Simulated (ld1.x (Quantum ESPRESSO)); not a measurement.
# What one change does to a pseudopotential (V, TM)

vanadium (V), norm-conserving Troullier–Martins (Kleinman–Bylander form), made with ld1.x (Quantum ESPRESSO) 7.5 (PBE, scalar-relativistic). Core [Ar], reference 3d4 4s1 4p0. Waves: 4s (bound): rc 3.05 bohr; 4p (bound, empty): rc 4.05 bohr; 3d (bound): rc 1.75 bohr. Local part: all-electron potential smoothed inside 3.30 bohr (lloc = -1). Core correction: Bessel-smoothed model core inside 1.65 bohr.

Change: wave 4s (bound): rc 3.05 bohr becomes 4s (bound): rc 2.94 bohr.

Cutoffs: the cutoffs (Ry, on a coarse ladder) from which the occupation-weighted sum of valence levels, in a spherical-Bessel basis at the reference potential, stays within 10 and 1 mRy of its value at 400 Ry; they do not see the model core or the augmentation charge, which bear on the density cutoff. Errors are all-electron minus pseudo energies relative to the spin-unpolarised reference configuration.

How do hardness, ghosts and transferability respond?

The potential gets neither clearly harder nor softer (70 Ry and 80 Ry → 70 Ry and 80 Ry); the number of tests that count goes from 6 to 7; the errors of the 6 common tests hardly move; neither file shows a bound ghost at the reference potential, the only one tested.

```tsv
quantity	base	changed
cutoff, loose	70 Ry	70 Ry
cutoff, tight	80 Ry	80 Ry
bound ghosts	none	none
tests counted (converged, no solver errors)	6 of 7	7 of 7
error for 3d3 4s2 4p0, meV [ΔE -0.59 eV]	-156	-162
error for 3d3 4s1 4p0, meV [ΔE 7.15 eV]	-136	-139
error for 3d3 4s0 4p0, meV [ΔE 21.44 eV]	-199	-195
error for 3d3 4s0 4p1, meV [ΔE 11.25 eV]	-166	-163
error for 3d3 4s1 4p1, meV [ΔE 2.76 eV]	-169	-171
error for 3d4 4s0 4p0, meV [ΔE 6.61 eV]	-18	-18
s: phases at 4.41 bohr within 0.05 rad from the reference energy up to (Ry; the scan ends near 5)	0.7	0.7
p: phases at 4.41 bohr within 0.05 rad from the reference energy up to (Ry; the scan ends near 5)	1.0	1.0
d: phases at 4.41 bohr within 0.05 rad from the reference energy up to (Ry; the scan ends near 5)	0.3	0.3
```

Base: Tests not counted: 3d2 4s2 4p1 (solver errors, printed error -823 meV).
